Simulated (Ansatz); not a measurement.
Reaction (atomization): `[F][GeH]1[NH]C[S]1` → C• + F• + Ge• + 4 H• + N• + S•

Isolated molecules relaxed with PBE0-D4/def2-TZVP in Ansatz; ΔE leaves out vibrations. CCSD(T)/CBS is the MP2 limit (def2-TZVPP, def2-QZVPP) plus CCSD(T) − MP2 in def2-TZVPP, frozen cores. This one scheme is used for every species, atoms too. DFT in def2-TZVPP. B3LYP here is the variant with VWN-RPA as its local correlation; programs differ in this. Open shells (•) are unrestricted, without spin–orbit coupling. Spin–orbit coupling would lower the free atoms: a little for C, F, S; clearly for Ge. For Ge outer-core shells are correlated without core-valence functions, so the limit isn't a true one: a few kJ/mol of doubt a bond, and 10 to 20 or more in all where bonds break to atoms. Scalar relativity is left out up to krypton.

**Question.** What is ΔE at CCSD(T)/CBS? (An estimate is asked.)

**Answer.** Ansatz gave: +3140.4 kJ/mol.

**Question.** What do these levels give: PBE-D4, ωB97X-V, PBE, r2SCAN, PBE0, B3LYP, HF/def2-TZVPP, SCS-MP2/def2-TZVPP, CCSD(T)/def2-TZVPP, HF/def2-QZVPP, MP2/def2-QZVPP, HF/CBS(def2)? (Estimate.)

**Answer.** Computed: PBE-D4 3219.5, ωB97X-V 3161.4, PBE 3197.0, r2SCAN 3131.8, PBE0 3118.8, B3LYP 3074.2, HF/def2-TZVPP 2098.2, SCS-MP2/def2-TZVPP 3092.3, CCSD(T)/def2-TZVPP 3042.6, HF/def2-QZVPP 2103.5, MP2/def2-QZVPP 3177.9, HF/CBS(def2) 2104.4 kJ/mol.

Largest T1 diagnostic among the species: 0.012.

The D4 term adds +36.7 kJ/mol with B3LYP and +18.9 kJ/mol with PBE0; it sums over pairs of atoms, weighted by their polarisabilities, and B3LYP, whose exchange is more repulsive, gets the larger term. In def2-TZVPP, CCSD(T) changes the Hartree–Fock value by +944.4 kJ/mol (the triples alone add +66.6 kJ/mol) and MP2 by +1021.7 kJ/mol; breaking electron pairs costs correlation energy, which Hartree–Fock lacks. From PBE to PBE0 (25 % exact exchange), in def2-TZVPP and without D4, ΔE moves by −78.3 kJ/mol: exact exchange takes away binding that semilocal exchange gives to molecules.

For atomizations the MP2-based limit and the directly extrapolated one differ by several kJ/mol either way, and by 10 to 25 for some Ge, Se and Sn compounds, so smaller differences from it don't rank the levels.
